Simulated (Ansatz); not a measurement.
Program: Ansatz. Geometries: PBE0-D4/def2-TZVP. ΔE: electronic, gas phase. CCSD(T)/CBS adds triple-zeta CCSD(T) − MP2 to the extrapolated MP2 energy (def2 sets, frozen cores). This one scheme is used for every species. DFT in def2-TZVPP. One conformer a species, not always the lowest.

`FCB1N[SiH2]1` + `[OH][Al]([OH])[SH]` → `OB1N[SiH2]1` + `[OH][Al]([SH])[CH2]F`  (redistribution)

`FCB1N[SiH2]1`:

```xyz
10

F     1.863   -1.583   -0.962
C     0.661   -0.962   -1.267
B     0.092   -0.100   -0.098
N    -1.026    0.689    0.104
Si   -0.123    0.771    1.606
H     0.820   -0.340   -2.158
H    -0.058   -1.743   -1.550
H    -1.842    0.979   -0.412
H    -0.800    0.177    2.786
H     0.414    2.111    1.952
```

`[OH][Al]([OH])[SH]`:

```xyz
7

O    -0.699   -1.306   -0.130
Al    0.100    0.177    0.006
O     1.082    0.884   -1.169
S    -0.149    1.283    1.852
H    -0.670   -1.887   -0.887
H     1.286    0.521   -2.028
H    -0.950    0.327    2.356
```

`OB1N[SiH2]1`:

```xyz
8

O    -0.942   -0.415    1.860
B    -0.288   -0.196    0.699
N    -0.446    0.523   -0.485
Si    1.091   -0.319   -0.635
H    -1.780    0.052    1.927
H    -1.098    1.149   -0.932
H     1.166   -1.341   -1.714
H     2.297    0.547   -0.720
```

`[OH][Al]([SH])[CH2]F`:

Cartesian coordinates in Å:
```
O -0.930 -0.613 -1.557
Al 0.043 0.073 -0.364
S 1.668 1.472 -0.807
C -0.250 -0.367 1.537
F -1.297 -1.269 1.712
H -0.867 -0.463 -2.498
H 1.459 1.438 -2.134
H 0.651 -0.803 1.988
H -0.477 0.533 2.123
```

| level | ΔE (kJ/mol) | difference from CCSD(T)/CBS |
| --- | --- | --- |
| PBE-D4 | 43.3 | -13.8 |
| r2SCAN-D4 | 52.7 | -4.4 |
| HF/def2-TZVPP | 56.6 | -0.5 |
| MP2/def2-TZVPP | 59.6 | 2.5 |
| SCS-MP2/def2-TZVPP | 59.0 | 1.9 |
| CCSD/def2-TZVPP | 57.3 | 0.2 |
| HF/def2-QZVPP | 57.0 | -0.1 |
| MP2/def2-QZVPP | 60.3 | 3.2 |
| SCS-MP2/def2-QZVPP | 59.5 | 2.4 |
| CCSD/CBS(def2) | 58.3 | 1.2 |
| CCSD(T)/CBS | 57.1 | 0 |

Largest T1 diagnostic among the species: 0.013.

From PBE to PBE0 (25 % exact exchange), in def2-TZVPP and without D4, ΔE moves by +4.5 kJ/mol.
